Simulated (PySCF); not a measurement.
# Energy of V⁺ (vanadium, charge +1) between two integer charges

The 3d alpha orbital of [Ar] 3d4 is emptied in steps (occupation f), with all orbitals relaxed, ending at [Ar] 3d3. Calculation: PySCF 2.14, in def2-TZVPPD; no relativity, point nucleus. The exact energy is a straight line in f; departures are measured from the line between the end points of the same method.

```tsv
f	LDA (eV)
1	0.000
0.9	-0.543
0.7	-1.292
0.5	-1.566
0.3	-1.337
0.1	-0.582
0	0.000
```

| method | E(f=0) − E(f=1) (eV) | −ε at f=1 (eV) | −ε at f=0.5 (eV) |
| --- | --- | --- | --- |
| LDA | 15.813 | 9.837 | 15.679 |

Orbital energy along the path (eV):

```csv
f,LDA
1,-9.837
0.9,-10.935
0.7,-13.234
0.5,-15.679
0.3,-18.253
0.1,-20.944
0,-22.328
```

Reference removal energy between the ground levels: 14.634 ± 0.007 eV (measured; NIST Atomic Spectra Database, ionization energies). The calculation has no spin-orbit coupling. The determinant left behind need not be the lowest term of the ion.
